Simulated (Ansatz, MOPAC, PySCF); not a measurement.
Species: BaCl, charge 1, multiplicity 1. SMILES: [Cl][Ba+]
Coordinates optimised at B3LYP-D3(BJ)/def2-TZVP (Ansatz, a program for electronic structure):
```xyz
2

Ba     0.0000     0.0000    -0.6046
Cl     0.0000     0.0000     1.9918
```
Charge +1, spin multiplicity 1.

Property: vertical electron affinity to the doublet, in eV. Conventions: LANL2DZ with its own core potentials from Na on; PM7 with its own dispersion and hydrogen-bond terms; six Cartesian d functions in 6-31G* and its kin unless marked 5d; UHF or UKS for open shells; no spin-orbit coupling; frozen cores in correlated levels (noble-gas shells and the d and f shells of earlier blocks; the outer core of K, Ca and congeners matters and is frozen too); def2 sets with scalar-relativistic core potentials past Kr; each state is the SCF solution reached for its charge and spin. Ab initio and DFT rows: single points at B3LYP-D3(BJ) geometries (Ansatz). Semi-empirical rows: differences of heats of formation at the shared geometry for vertical values. The spin state of an ion or metal species was assumed, not searched.

```csv
level,program,vertical electron affinity to the doublet (eV)
AM1,MOPAC,5.45
PM3,MOPAC,5.88
PM6,MOPAC,5.62
PM7,MOPAC,5.67
MNDO,MOPAC,5.38
HF/6-31G* with LANL2DZ past Ar,Ansatz,5.04
PBE/6-31G* with LANL2DZ past Ar,Ansatz,5.48
B3LYP/6-31G* with LANL2DZ past Ar,Ansatz,5.52
M06-2X/6-31G* with LANL2DZ past Ar (5d),PySCF,5.47
MP2/6-31G* with LANL2DZ past Ar,Ansatz,5.04
wB97X-V/def2-TZVPD,Ansatz,4.76
```

No value to compare with is used here. The 10 habitual levels span 5.04 (HF/6-31G* with LANL2DZ past Ar) to 5.88 eV (PM3); wB97X-V/def2-TZVPD gives 4.76.

The levels are drawn from those run, B3LYP/6-31G* more often than the rest, none by its result; runs whose electronic state is in doubt are left out.
